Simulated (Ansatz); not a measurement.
Species: C₅H₁₀O, charge 0, multiplicity 1. 
Structure (B3LYP-D3(BJ)/def2-TZVP (Ansatz, a quantum-chemistry and plane-wave program) minimum search):
```xyz
16

C      2.6548     0.6062    -0.4687
C      1.4557    -0.2146    -0.0040
C      0.1343     0.5021    -0.2417
C     -1.0922    -0.2732     0.2023
O     -1.0133    -1.3738     0.6969
C     -2.4267     0.4088    -0.0080
H      2.7104     1.5620     0.0585
H      2.5971     0.8233    -1.5384
H      3.5903     0.0741    -0.2889
H      1.4359    -1.1778    -0.5180
H      1.5479    -0.4486     1.0586
H      0.0080     0.7441    -1.3041
H      0.1191     1.4720     0.2705
H     -2.5676     0.6478    -1.0650
H     -2.4566     1.3550     0.5382
H     -3.2327    -0.2365     0.3333
```
Charge 0, spin multiplicity 1.

Basis-set convergence of Hartree-Fock and MP2 correlation energies (hartree) with Ansatz. Correlated levels leave the core frozen unless marked. No spin-orbit coupling. Non-relativistic.

```json
[
 {"basis": "cc-pVDZ", "functions": "134", "E(HF)": "-270.05359", "E(corr, MP2)": "-0.88508"},
 {"basis": "cc-pVTZ", "functions": "320", "E(HF)": "-270.12999", "E(corr, MP2)": "-1.08931"},
 {"basis": "cc-pVQZ", "functions": "630", "E(HF)": "-270.14836", "E(corr, MP2)": "-1.16056"}
]
```

Extrapolating the two largest sets (X = 3 and 4) as X^-3: E(corr) = (64·(-1.16056) - 27·(-1.08931))/37 = -1.2126 Eh, an estimate of the basis-set limit. The largest set recovers 95.7 % of it, the smallest 73.0 %.
